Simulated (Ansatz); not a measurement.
The Ga1–H2 bond of GaH3O (SMILES [OH][GaH2]) is stretched (multiplicity 1, the rest rigid).
Geometry at rest (charge 0, multiplicity 1):
```csv
atom,x (Å),y (Å),z (Å)
Ga,-0.2252,-0.2844,0.0258
H,0.0603,-1.2972,1.1723
H,-1.3595,-0.3087,-1.0529
O,0.9382,1.0873,-0.0240
H,0.7756,1.7230,-0.7275
```

Cores are frozen in the correlated methods. Filled d and f shells under p-block atoms count as core.

The values were computed with Ansatz (Gaussian orbitals). Values without a source in brackets are computed.

FIC-MRCISD+Q on CASSCF(2,2)/cc-pVTZ, total energies (hartree):

| R (Å) | CASSCF | MRCISD | weight c² of the reference |
|---|---|---|---|
| 1.556 | -1999.953969 | -2000.266426 | 0.91848 |
| 2.723 | -1999.869894 | -2000.172951 | 0.91947 |
| 4.980 | -1999.834529 | -2000.133774 | 0.92073 |

Question: Add the Davidson correction (E_MRCISD − E_CASSCF)(1 − c²)/c² and give the energies above the first point at the three levels.

Answer: 
Corrections (hartree): -0.027733, -0.026541, -0.025763. Above the first point (kcal/mol):
- R = 2.723 Å: CASSCF 52.8, MRCISD 58.7, with the correction 59.4
- R = 4.980 Å: CASSCF 74.9, MRCISD 83.2, with the correction 84.5

Ansatz is an electronic-structure program.
